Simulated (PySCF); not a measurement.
Molfile (atoms numbered from 1):
```
C2H9BN2
     RDKit          3D

 14 13  0  0  0  0  0  0  0  0999 V2000
   -2.3235   -0.3985    0.9688 C   0  0  0  0  0  0  0  0  0  0  0  0
   -1.2456   -0.4724    0.0222 N   0  0  0  0  0  0  0  0  0  0  0  0
    0.0334    0.1103    0.1705 B   0  0  0  0  0  0  0  0  0  0  0  0
    1.0396    0.0103   -0.8170 N   0  0  0  0  0  0  0  0  0  0  0  0
    2.3697    0.5463   -0.7304 C   0  0  0  0  0  0  0  0  0  0  0  0
   -2.6457   -1.3937    1.3267 H   0  0  0  0  0  0  0  0  0  0  0  0
   -1.9963    0.1745    1.8478 H   0  0  0  0  0  0  0  0  0  0  0  0
   -3.2171    0.1089    0.5606 H   0  0  0  0  0  0  0  0  0  0  0  0
   -1.4651   -0.9976   -0.8162 H   0  0  0  0  0  0  0  0  0  0  0  0
    0.2791    0.7218    1.1901 H   0  0  0  0  0  0  0  0  0  0  0  0
    0.8492   -0.4887   -1.6783 H   0  0  0  0  0  0  0  0  0  0  0  0
    3.1493   -0.2378   -0.7489 H   0  0  0  0  0  0  0  0  0  0  0  0
    2.4796    1.0932    0.2165 H   0  0  0  0  0  0  0  0  0  0  0  0
    2.5970    1.2548   -1.5479 H   0  0  0  0  0  0  0  0  0  0  0  0
  1  2  1  0
  2  3  1  0
  3  4  1  0
  4  5  1  0
  1  6  1  0
  1  7  1  0
  1  8  1  0
  2  9  1  0
  3 10  1  0
  4 11  1  0
  5 12  1  0
  5 13  1  0
  5 14  1  0
M  END
```

Geometry: PBE0-D3(BJ)/def2-SVP; GIAO shifts from PySCF 2.14.0 with density-fitted response routines, gas phase, non-relativistic, averaged over equivalent atoms.

At PBE0/def2-SVP (115 basis functions, 8.8 s wall time on 1 thread of an Arm Neoverse V1, shared host):
| atoms | δ (ppm) |
| --- | --- |
| C1/C5 | 32.5 |
| N2/N4 | 67.9 |
| B3 | 24.6 |
| H10 | 4.20 |
| H6/H7/H8/H12/H13/H14 | 2.53 |
| H9/H11 | 1.33 |

Chemical shifts δ = σref − σ; $^{13}$C (σref 193.72) and $^{1}$H (σref 31.34) against TMS; $^{15}$N (σref 269.84) vs NH3; BF3·OEt2 for $^{11}$B (σref 110.67), all at this level.

Question: Estimate the result of repeating the calculation with LDA/pcSseg-1.

Answer: 
```
               atoms  δ at LDA/pcSseg-1  change
               C1/C5               35.3    +2.8
               N2/N4               88.8   +20.9
                  B3               25.1    +0.5
                 H10               4.27   +0.07
H6/H7/H8/H12/H13/H14               2.84   +0.31
              H9/H11               1.64   +0.31
```

δ = σ(ref) − σ, references computed at the same level: $^{13}$C (σ = 180.72 ppm) and $^{1}$H (σ = 30.83 ppm) vs TMS; $^{15}$N (σ = 271.91 ppm) against NH3; $^{11}$B (σ = 92.91 ppm) against BF3·OEt2.

The largest change is at N2/N4 (nitrogen bonded to C, B, H). Cost: 130 basis functions, 9.3 s wall time on 1 thread of an Arm Neoverse V2, shared host.

Experimental scales use liquid or dissolved standards, which lie at an offset from isolated NH3 (liquid NH3: subtract about 20 ppm).
